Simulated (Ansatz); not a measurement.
A run for Ansatz (a program for electronic structure): R-BLYP/def2-TZVPPD on CH4O (SMILES CO). The basis file is the Basis Set Exchange's JSON of that set.

Ansatz 0.2 input:
```yaml
crystal:
  periodic: [false, false, false]
  atoms:
    - {symbol: C, position_ang: [-0.14214069, 0.33369886, -0.00000000]}
    - {symbol: O, position_ang: [-0.13220419, -1.08697197, -0.00000000]}
    - {symbol: H, position_ang: [-1.18694707, 0.64114612, 0.00000000]}
    - {symbol: H, position_ang: [0.78116057, -1.38936803, 0.00000000]}
    - {symbol: H, position_ang: [0.34006569, 0.75079751, 0.89116558]}
    - {symbol: H, position_ang: [0.34006569, 0.75079751, -0.89116558]}
basis:
  gaussian:
    orbitals: def2-TZVPPD.json
hamiltonian:
  xc: {name: BLYP}
scf: {lower_state_search: off}
```

It printed:

```
WARN ansatz: RAYON_NUM_THREADS=4 ignored (pool sized by the plan → 4); use --threads N
Functional definition: BLYP
these checks for a lower state are left out or cut short: stability, starts, cluster_reference, orbital_swaps, neighbouring_geometries, increment
integrals: 0.03 GiB planned
594 factors; their error is unknown
mean field: 0.40 GiB planned
mean field evaluation 1: about -3141.4651 eV, gradient 6.3e1 eV
mean field evaluation 2: about -3113.7215 eV, gradient 1.3e2 eV
mean field evaluation 4: about -3149.1948 eV, gradient 1.0e1 eV
mean field evaluation 8: about -3149.3980 eV, gradient 2.4e-2 eV
mean field evaluation 16: about -3149.3765 eV, gradient 1.1e-5 eV
mean field -3149.37645319 eV, -115.7374499306 hartree, gradient 2.4e-6 eV, S^2 0.000000; 0 other end points of the search recorded, 0 dependent functions left out
reference -3149.37675227 eV, -115.7374609217 hartree; 9, 9 occupied and 136, 136 virtual orbitals, 594 factors
Total energy: -3149.37675227 eV, -115.7374609217 hartree
Checks for a lower state left out: stability, starts, cluster_reference, orbital_swaps, neighbouring_geometries, increment
```

The calculation finished and met its thresholds.

Cost: very roughly 1.2 core-seconds.
